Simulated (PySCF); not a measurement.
C4H4F2, SMILES FC1(F)C=CC1.

Geometry optimised at B3LYP-D3(BJ)/def2-SVP.

Computed with PBE/def2-TZVP run with PySCF.

Symmetry labels are those of the subgroup Cs that the program uses (full group Cs).

Problem. List the valence orbital energies around the gap with their symmetry. (Estimate from the structure and the level; the computed values follow.)

Solution. 
| orbital | symmetry | energy (eV) |
|---|---|---|
| HOMO−7 | A' | -11.02 |
| HOMO−6 | A" | -10.72 |
| HOMO−5 | A" | -9.76 |
| HOMO−4 | A' | -9.45 |
| HOMO−3 | A" | -9.12 |
| HOMO−2 | A' | -8.61 |
| HOMO−1 | A' | -7.52 |
| HOMO | A" | -6.96 |
| LUMO | A" | -1.62 |
| LUMO+1 | A' | 0.97 |
| LUMO+2 | A' | 1.11 |
| LUMO+3 | A' | 1.66 |
